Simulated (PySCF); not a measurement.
A structure optimised at PBE-D3(BJ)/def2-TZVP, used in a PySCF frequency run:

```
Te
Cl 1 2.3476
Cl 1 2.3476 2 100.20
```

Write its SMILES, formula and point group.

Cl[Te]Cl, Cl2Te, C2v

What are its rotational constants (standard atomic weights)?

4.8895, 2.1976, 1.5162 GHz
